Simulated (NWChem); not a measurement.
# SnSiH3I, singlet; SMILES [SiH3][Sn][I]

Results from NWChem. Low-valent species are run as closed-shell singlets; no triplet was tried in these runs. Coordinates come from a PBE0/def2-SVP optimisation. def2 effective core potentials on Sn, I; no spin-orbit coupling. LC-ωPBE (HJS hole) with def2-SVP; x = 1 − exp(−ω/0.25 bohr⁻¹) is a scale chosen for this fit.

```csv
row,x,−ε(HOMO) (eV)
ω = 0.35,0.753,8.56
ω = 0.40,0.798,8.73
ω = 0.50,0.865,withheld
ω = 0.60,0.909,9.10
ω = 0.80,0.959,9.23
```

**Question.** Fit a straight line of the last column on the one before it, predict the withheld value, and compare with the run.

**Answer.** 
1. Means of the 4 shown rows: x = 0.8548, y = 8.905. Slope Σ(x − x̄)(y − ȳ)/Σ(x − x̄)² = 0.08949/0.02738 = 3.268; intercept 6.112.
2. The shown rows scatter about the line by 0.014 (root mean square); the largest residual is +0.02, at ω = 0.60.
3. At x = 0.865 (ω = 0.50; inside the shown range) the line gives 8.94.
4. The run gives 8.96, +0.02 from the line.
